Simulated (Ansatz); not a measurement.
Task: Name a neutral molecule of B, C, O, S and H with LUMO energy (PBE0/def2-TZVPP) between -0.10 and 0.20 eV and HOMO energy (B3LYP/def2-TZVPP) between -7.30 and -7.00 eV (Ansatz, PBE0-D4/def2-TZVP geometry).

Result: `COB(S)S` (0.18 eV, -7.07 eV); `COBS` (-0.01 eV, -7.27 eV); `CC(C)OBS` (0.05 eV, -7.22 eV). Other molecules can fit too; these were computed, each in one conformer that needn't be the lowest.

B3LYP here is the variant with VWN-RPA as its local correlation; programs differ in this.
